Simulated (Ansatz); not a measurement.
A nudged elastic band was laid between two geometries of BClH3N + H2O (9 atoms, charge 0, multiplicity 1).

Theory: RKS B3LYP-D4/6-31G* in Ansatz 0.2.0.

```yaml
movable_images: 9
climbing_image: yes
spring: 5.0 eV/Å²
optimiser: quadratic models (default)
start_path: through a guess of the saddle point
force_threshold: 0.05 eV/Å
iteration_limit: 60
end_points: relaxed
```

First end point:

```xyz
9
Properties=species:S:1:pos:R:3
B 0.134 -0.367 -0.195
H 0.102 -0.833 0.897
N 1.316 -0.202 -0.900
H 2.216 -0.378 -0.476
H 1.363 0.194 -1.829
Cl -1.430 0.016 -1.008
O -0.248 2.140 1.266
H -0.840 2.191 0.499
H -0.758 1.615 1.902
```

Last end point:

```xyz
9
Properties=species:S:1:pos:R:3
B 0.065 0.545 -0.829
H -0.437 0.367 3.315
N 1.330 0.043 -1.141
H 1.497 -0.615 -1.887
H 2.151 0.317 -0.620
Cl -1.359 0.006 -1.804
O -0.106 1.432 0.197
H -1.029 1.700 0.302
H -0.258 0.581 2.625
```

(1) Which bonds break or form, and what moves?

(2) Give the energies along the band, and the barrier.

(3) What is the geometry of the highest image?

The band took 37 iterations and roughly 12 core-minutes.

Answers

(1) Bonds broken: B1–H2, O7–H9. Bonds formed: B1–O7, H2–H9. BClH3N + H2O becomes BClH3NO + H2.

(2) The run converged. The highest image is number 5 of 0 to 10, 147.8 kJ/mol above the first end and 250.4 kJ/mol above the last; the last end lies 102.6 kJ/mol below the first. The profile has 2 maxima (images 3, 5) with wells between them (image 4): this band takes more than one step, which may be the mechanism or a detour left from its start path. Neighbouring images differ by up to 2.0 eV, so the band resolves the path poorly. A vibrational analysis at the climbing image gives one clearly imaginary mode, 1527i cm⁻¹: a first-order saddle point. The orbitals stay closed-shell, which can raise the energy where a bond breaks towards radicals; this wasn't checked here.

| image | path coordinate (Å) | energy (kJ/mol) | B1–H2 (Å) | O7–H9 (Å) | B1–O7 (Å) |
| --- | --- | --- | --- | --- | --- |
| 0 | 0.00 | 0.0 | 1.19 | 0.97 | 2.93 |
| 1 | 1.02 | 26.6 | 1.19 | 0.97 | 2.13 |
| 2 | 2.03 | 50.7 | 1.20 | 0.97 | 1.71 |
| 3 | 3.05 | 56.2 | 1.20 | 0.97 | 1.88 |
| 4 | 4.06 | 32.8 | 1.20 | 0.97 | 2.32 |
| 5 | 5.08 | 147.8 | 1.40 | 1.22 | 1.58 |
| 6 | 5.83 | -43.8 | 2.09 | 1.91 | 1.38 |
| 7 | 6.58 | -95.8 | 2.78 | 2.50 | 1.37 |
| 8 | 7.33 | -101.1 | 3.43 | 2.65 | 1.37 |
| 9 | 8.09 | -102.2 | 3.83 | 2.60 | 1.37 |
| 10 | 8.84 | -102.6 | 4.18 | 2.58 | 1.37 |

(3) 
```xyz
9
Properties=species:S:1:pos:R:3:forces:R:3
B 0.031 0.291 -0.022 0.00 0.00 0.00
H 0.086 -0.121 1.313 0.00 0.00 0.00
N 1.213 0.127 -0.805 0.00 0.00 0.00
H 1.370 -0.759 -1.267 0.00 0.00 0.00
H 2.075 0.545 -0.479 0.00 0.00 0.00
Cl -1.509 -0.462 -0.666 0.00 0.00 0.00
O -0.175 1.778 0.469 0.00 0.00 0.00
H -1.088 2.059 0.275 0.00 0.00 0.00
H -0.148 0.918 1.339 0.00 0.00 0.00
```

Run time: 12 min on 1 thread of Intel(R) Xeon(R) Platinum 8488C (Sapphire Rapids), with other jobs on the host, peak memory 0.18 GiB.
